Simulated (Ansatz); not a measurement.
A structure relaxed at PBE-D4/def2-SVP in Ansatz, charge 0, singlet:

```xyz
18

Sb    1.6421   -0.9965   -1.5438
In    1.2814   -2.7504    0.7545
Sb   -1.1819   -1.4480    1.6051
In    1.6559    1.9001   -1.8521
Sb   -0.8840    2.2519   -0.4710
In   -1.8911    1.3334    2.1040
H     3.0443   -1.5690   -2.3598
H     0.5500   -1.5790   -2.7397
H     0.8678   -4.3249    0.1590
H     2.4854   -2.2615    1.9054
H    -2.4056   -2.0495    0.5542
H    -1.7387   -2.3340    2.9714
H     1.3994    2.2533   -3.5299
H     2.8680    2.4762   -0.7511
H    -2.0935    1.8136   -1.6156
H    -1.2338    3.9361   -0.5420
H    -0.7453    1.8971    3.2799
H    -3.6204    1.4511    2.0714
```

(1) Give its formula and point group.

(2) Summarise the bond lengths by kind (pairs closer than 1.2 times the sum of covalent radii, bridged metal pairs left out).

Results:

(1) In₃Sb₃H₁₂, a cluster cut from wurtzite InSb (hydrogen-capped). Point group C3v (tolerance 0.1 Å).

(2) 6 × In–Sb 2.91 Å; 6 × H–Sb 1.72 Å; 6 × H–In 1.73 to 1.74 Å.

In the def2 sets In, Sb take a core potential; there is no spin–orbit coupling.
